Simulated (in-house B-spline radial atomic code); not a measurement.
Ba²⁺. Computed with a B-spline radial atomic code. Model: non-relativistic spherical atom: semilocal Troullier-Martins pseudo-atom, one channel per l, against all electrons, high spin, G0W0 and RPA with empty states to l = 8, local potential for every l without a channel, a model core (radius 0 = none) keeps its share of the functional.

Without relativity these are model numbers for so heavy an element.

What the tables leave out is listed at the end.

The pseudopotential gives back the lowest level of each angular momentum of its own functional in the configuration it was made in; a second state of the same l is only approximately right. Exact exchange, RPA and GW see the smooth pseudo-orbitals and miss the exchange with the core, for which the functional's share stands in. The column with an uncorrelated core keeps all orbitals and exact exchange, and so separates missing core correlation from pseudisation. Only the three outermost levels and the lowest empty one were computed. RPA here is direct RPA, with no exchange kernel, and its energies carry an (l + 1/2)⁻⁴ tail. A hybrid on a potential with a model core restores only its own semilocal share of the core's exchange.

Command:
```bash
python run_psgw.py task.json out
```
Settings (lengths in bohr, energies in hartree):
```
Z                      56
electrons              54
configuration          [Kr] 4d10 5s2 5p6
generated_in           [Xe] 6s2
functional             pbe,pbe
core_shells            10
radius_factor          1.3
core_correction        True
```

Cost of the run: 12 s on 1 thread of Intel(R) Xeon(R) 6975P-C (Granite Rapids), on a shared host.

Given: made with PBE; model core radius 1.321 bohr; local radius 2.365 bohr; mean-field start PBE.

Valence shells of the generating configuration: 5p, 6s.

Channel: s 3.4, p 2.182, d 3.093 (radii in bohr).

Computed: largest level miss in the spin-unpolarised generating configuration 0.001 eV; valence RPA correlation energy all-electron orbitals -0.25131 hartree; all-electron RPA polarisability, core included 9.9335 bohr³; pseudo-atom RPA polarisability 10.463 bohr³.

```tsv
level	occupied	mean-field all-electron (eV)	mean-field pseudo minus all (eV)	G0W0 all-electron (eV)	G0W0 uncorrelated core minus all (eV)	G0W0 pseudo minus all (eV)	exchange self-energy all-electron (eV)	exchange self-energy pseudo (eV)
5p	1	-30.771	0.086	-36.275	-0.062	0.965	-23.187	-15.612
5d (empty)	0	-13.41	0.032	-10.057	0.313	0.318	-6.0429	-3.4622
```

Q: What is the valence RPA correlation energy pseudo?

A: -0.36839 hartree.

Given: mean-field start PBE0.

Computed: valence RPA correlation energy pseudo -0.3455 hartree; all-electron RPA polarisability, core included 9.1244 bohr³; pseudo-atom RPA polarisability 10.299 bohr³.

```
     level  occupied  mean-field all-electron (eV)  mean-field pseudo minus all (eV)  G0W0 all-electron (eV)  G0W0 uncorrelated core minus all (eV)  G0W0 pseudo minus all (eV)  exchange self-energy all-electron (eV)  exchange self-energy pseudo (eV)
        5p         1                       -32.378                             0.923                 -36.441                                 -0.027                        1.41                                 -23.133                           -15.438
5d (empty)         0                       -12.363                             0.046                  -9.977                                  0.292                       0.225                                 -5.7176                           -3.3219
```

Q: What is the valence RPA correlation energy all-electron orbitals?

A: -0.23116 hartree.

Among the listed levels the largest G0W0 shift of the pseudo-atom is +1.41 eV, for 5p on the PBE0 start, while leaving the core uncorrelated moves that level by -0.03 eV. So pseudisation and the lost core exchange, not the missing core correlation, make the error. Not in the tables (levels of low weight, unsolved or above zero; the highest and the empty levels are kept at any weight): no Hartree-Fock pseudo-atom is run with a model core.
